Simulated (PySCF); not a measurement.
## Calculated NMR data

[PySCF: J couplings at B3LYP/pcJ-1 (spin–dipole term left out of most H,H and C,H couplings); geometry: GFN2-xTB; PBE0/pcSseg-1 with gauge-including orbitals; no solvent; fast rotation and ring inversion assumed for equivalent nuclei; non-relativistic; one computed conformer]

Scale: 1H (σ = 31.72 ppm), 13C (σ = 186.93 ppm) against TMS (reference shieldings calculated alike). Multiplet labels drop J under 1 Hz and among equivalent protons, and merge close values. Unscaled 3J(H,H) run several per cent high. Where no couplings were computed, multiplicities follow the n + 1 count of equivalent neighbours, and m marks all less simple cases (inequivalent or close neighbours, rings, F or P nearby). Shifts are as computed. Against solution values, carbons near 30 ppm lie about +3 ppm off and those near 130 ppm about +5 ppm. Of 1211 compounds with measured shifts, 218 miss one by over three times the rms of a fit or turn the order of signals round; such compounds aren't used in these exercises. OH and NH positions are gas-phase values without hydrogen bonding to other molecules.

Compound 1 (C3H5NO). 1H NMR (500 MHz, computed): δ 4.25 (s, 2H), 3.63 (s, 3H). 13C{1H} NMR (computed): δ 119.9 (C), 59.9 (CH3), 59.2 (CH2). Structure: SMILES COCC#N.

Compound 2 (C6H7NO). 1H NMR (500 MHz, computed): δ 7.19 (m, 1H), 6.25 (s, 1H), 6.21 (d, 1H), 5.96 (d, 1H), 4.08 (br s, 1H), 3.39 (br s, 2H). 13C{1H} NMR (computed): δ 165.1 (C), 153.9 (C), 135.7 (CH), 108.8 (CH), 106.3 (CH), 102.3 (CH). Structure: SMILES Nc1cccc(O)c1.
